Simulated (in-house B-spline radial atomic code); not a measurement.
**RPA and G0W0 on CAM-B3LYP: Te5+**

Configuration [Kr] 4d10 5s1, highest spin, mean-field start CAM-B3LYP. Computed with an all-electron radial atomic-structure program (B-spline basis): all electrons, scalar-relativistic (spin-free one-electron X2C), finite nucleus, each spin shell either full or empty, empty states to l = 9 with an (l + 1/2)⁻⁴ tail; G0W0 by contour deformation at full frequency.

Command:
```bash
python run_gw.py task.json out
```
Settings (radii: box in bohr, nucleus in fm):
```
Z                        52
electrons                47
configuration            [Kr] 4d10 5s1
hamiltonian              x2c
method                   camb3lyp
lmax                     9
rms_radius               4.7423
spin_polarised           True
box_radius               10.43
intervals                67
ion_configuration        [Kr] 4d10
```

Run time, properties included: 14 s on 1 thread of Arm Neoverse N1, on a shared host.

Energies (hartree):

| term | value |
| --- | --- |
| mean-field total | -6788.61447 |
| Hartree-Fock functional on these orbitals | -6785.58385 |
| direct second order | -4.1253 |
| second-order exchange | 1.1436 |
| SOSEX correction | 1.076 |

Task: What is the RPA correlation energy, and what remains with SOSEX?

Result: RPA gives -3.6865 hartree (-2.13 eV per electron); RPA + SOSEX gives -2.6106, and the second-order doubles -2.9817 hartree (no singles). SOSEX takes back 29 % of the RPA value.

Quasi-particle levels (eV):

```csv
level,occupied,mean field,Σx - vxc,Σc,QP weight,G0W0
5s up,yes,-68.51,-0.76,?,?,?
4d down,yes,-103.16,-6.83,0.28,0.958,-109.71
5s down,no,-61.64,5.72,-2.72,0.967,-58.63
```

G0W0 = mean field + (Σx - vxc) + Σc, with Σc (partial-wave tail included) taken at the quasi-particle energy. Only the outer levels were computed. Levels of low weight are left out.

Task: Where does G0W0 put 5s up?

Result: At -71.38 eV, with Σc = -2.11 eV and a quasi-particle weight of 0.976. The tabulated removal energy is 69.1 ± 2 eV (NIST, tabulated theory); the calculation leaves out spin-orbit coupling, Breit and QED terms, and what these don't explain is the method's own error.

Task: What does it cost to remove one electron (to [Kr] 4d10) by differences of total energies, each species on its own start (correlation terms add to the Hartree-Fock functional)?

Result: CAM-B3LYP 71.45 eV, Hartree-Fock functional 68.99 eV, + RPA 71.07 eV, + RPA + SOSEX 70.45 eV, + second order 71.30 eV. Tabulated: 69.1 ± 2 eV (NIST, tabulated theory); the calculation leaves out spin-orbit coupling, Breit and QED terms, and what these don't explain is the method's own error.
